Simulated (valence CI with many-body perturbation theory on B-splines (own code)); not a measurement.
# E1 line list for Xe⁵⁺

Calculated by valence CI with perturbative core correlation (CI+MBPT): three valence electrons over a frozen Dirac-Fock core [Kr] 4d10, a basis of 11 s, 11 p, 10 d, 8 f, 5 g, 2 h functions for each j, with the one-electron correlation potential Σ1 (screened to all orders), the two-electron term Σ2, the three-electron term Σ3, Breit, model QED; selected single and double excitations, second order for the rest, scaled by the run's own slope (own B-spline code, finite nucleus).

Against 18 measured levels this calculation errs by 446 cm⁻¹ on average and by 1230 at most. These come from a selection out of Saloman, J. Phys. Chem. Ref. Data 33, 765 (2004). Levels without a partner in it may be off by more, other configurations by several thousand cm⁻¹. The list stops below the first excitations out of the core. 7 measured levels below the end of the list, from 338450 cm⁻¹ on, found no clear computed partner, and computed levels of the same name lie up to 10570 cm⁻¹ from them.

Lines 251 to 300 of 595 in falling wavelength, among levels below 51.220 eV, chosen from the strongest by gf and those to the six lowest levels. Wavelengths and rates use the calculated energies, so an error of 400 cm⁻¹ moves a line at 801.4 Å by 0.32 % and its rate by three times that or more. Electric multipoles are in the length gauge, E1 and E2 with the static RPA response of the core. Weak lines are less certain than strong ones. Lines between different terms over intervals too small for the method are left out, as are lines whose strength nearly cancels. Where a level lies close to another of its J and parity, the split of strength between their lines is uncertain. The highest levels of a list are the least certain.

Names give the largest LS component (configuration and term), which can be under half, so a name can repeat, a term be missing and a line seem to break the LS rules; names also repeat where a configuration has a term twice. Letters in brackets count levels of one name in rising energy.

```tsv
λ vac (Å)	Upper	Lower	A (s⁻¹)	log gf	Branch %
851.6	4f 5p2 2F°_5/2	4f 5s 5p 4D_7/2	4.00e+08	-0.58	15.8
850.6	5p2 5d 4D_5/2	5s 5p 5d 4D°_7/2	2.85e+08	-0.73	3.7
849.4	4f 5p2 4D°_3/2	4f 5s 5p 4D_5/2	8.53e+08	-0.43	17.9
848.6	5p2 5d 4D_5/2	5s 5p 5d 4D°_5/2	1.80e+08	-0.93	2.3
845.8	4f 5p2 4G°_7/2	4f 5s 5p 2F_7/2 [a]	5.89e+08	-0.30	15.1
844.1	4f 5p2 4G°_11/2	4f 5s 5p 4G_9/2	1.31e+08	-0.77	4.0
842.7	4f 5p2 4G°_7/2	4f 5s 5p 4F_5/2	5.04e+08	-0.37	13.0
842.7	4f 5p2 4G°_7/2	4f 5s 5p 4F_9/2	1.39e+09	0.07	35.7
839.7	4f 5p2 2D°_5/2	4f 5s 5p 2F_7/2 [b]	8.81e+08	-0.25	18.0
837.9	4f 5p2 4G°_5/2	4f 5s 5p 4F_7/2	5.21e+08	-0.48	12.9
834.3	5p2 5d 4D_7/2	5s 5p 5d 2D°_5/2 [a]	5.83e+08	-0.31	13.4
833.6	5p2 5d 4F_7/2	5s 5p 5d 4F°_9/2	1.65e+09	0.14	46.2
832.5	5s 5p 6p 2P_3/2	5s 5p 5d 2D°_5/2 [a]	4.52e+08	-0.73	2.8
828.4	4f 5p2 4G°_5/2	4f 5s 5p 4G_5/2	6.43e+08	-0.40	16.0
821.6	5p2 5d 4F_5/2	5s 5p 5d 4F°_7/2	1.71e+09	0.02	43.3
821.1	5p2 5d 4F_7/2	5s 5p 5d 4P°_5/2	8.91e+08	-0.14	25.0
820.5	4f 5p2 2G°_7/2	4f 5s 5p 2F_7/2 [a]	3.54e+08	-0.54	14.0
816.3	5p2 5d 4F_3/2	5s 5p 5d 4F°_5/2	1.41e+09	-0.25	33.4
813.0	4f 5p2 4G°_7/2	4f 5s 5p 4G_5/2	1.75e+08	-0.86	4.5
808.4	5p2 5d 2G_7/2	5s 5p 5d 2F°_5/2 [a]	7.93e+08	-0.21	21.0
807.8	5s 5p 6p 2D_3/2 [c]	5s 5p 5d 4D°_5/2	3.12e+08	-0.91	2.9
806.5	5p2 5d 2P_1/2	5s 5p 5d 4P°_3/2	1.57e+09	-0.51	12.1
803.6	5p2 5d 4F_9/2	5s 5p 5d 4F°_9/2	1.93e+09	0.27	61.3
801.4	5s 5p2 2D_3/2	5s2 5p 2P°_1/2	1.16e+09	-0.35	99.2
801.3	5s 5p 5d 2P°_3/2 [a]	5s2 5d 2D_5/2	4.21e+08	-0.79	2.3
800.0	5s 5p 6p 4P_3/2	5p3 2D°_5/2	3.56e+08	-0.86	10.4
799.4	4f 5p2 4G°_9/2 [a]	4f 5s 5p 4F_9/2	3.44e+08	-0.48	12.9
798.3	4f 5p2 2G°_7/2	4f 5s 5p 4F_7/2	1.72e+08	-0.88	6.8
797.7	5p2 5d 2G_7/2	5s 5p 5d 4D°_7/2	2.66e+08	-0.69	7.0
796.0	5p2 5d 4F_3/2	5s 5p 5d 4F°_3/2	1.19e+09	-0.34	28.3
795.9	5p2 5d 2G_7/2	5s 5p 5d 4D°_5/2	2.66e+08	-0.69	7.0
795.6	5p3 4S°_3/2 [a]	5s 5p2 4P_5/2	2.01e+09	-0.12	43.1
794.5	5s 5p 6p 2P_3/2	5s 5p 5d 2F°_5/2 [a]	3.60e+08	-0.87	2.2
794.4	4f 5p2 2D°_5/2	4f 5s 5p 2F_7/2 [a]	1.17e+09	-0.18	23.8
794.3	5p2 5d 4P_5/2	5s 5p 5d 4D°_7/2	1.59e+09	-0.04	7.9
791.1	4f 5p2 4G°_9/2 [b]	4f 5s 5p 2F_7/2 [a]	6.15e+08	-0.24	16.6
790.1	4f 5p2 2D°_5/2	4f 5s 5p 4F_3/2	2.95e+08	-0.78	6.0
790.1	5p2 5d 4F_5/2	5s 5p 5d 4F°_5/2	4.08e+08	-0.64	10.4
790.0	5s 5p2 2P_1/2	5s2 5p 2P°_3/2	2.03e+08	-1.42	2.4
789.6	4f 5p2 2G°_7/2	4f 5s 5p 4G_5/2	5.60e+08	-0.38	22.2
788.3	4f 5p2 4G°_9/2 [b]	4f 5s 5p 4F_9/2	3.12e+08	-0.54	8.4
788.1	5s 5p 5d 2P°_3/2 [a]	5s2 5d 2D_3/2	4.12e+08	-0.81	2.3
787.4	4f 5p2 4D°_7/2	4f 5s 5p 4F_5/2	5.55e+08	-0.38	11.4
787.4	4f 5p2 4D°_7/2	4f 5s 5p 4F_9/2	9.24e+08	-0.16	19.0
785.8	5p2 5d 4D_7/2	5s 5p 5d 4D°_7/2	3.58e+08	-0.58	8.2
784.8	5p2 5d 2F_7/2	5s 5p 5d 4F°_7/2	7.84e+08	-0.24	27.0
781.6	5s 5p 6p 2D_5/2 [b]	5s 5p 5d 4D°_7/2	4.73e+08	-0.59	3.5
781.0	4f 5p2 4G°_9/2 [a]	4f 5s 5p 4F_7/2	7.25e+08	-0.18	27.3
779.5	5p2 5d 4F_7/2	5s 5p 5d 4F°_7/2	5.58e+08	-0.39	15.6
777.9	5p2 5d 2F_5/2	5s 5p 5d 4F°_5/2	5.84e+08	-0.50	25.9
```
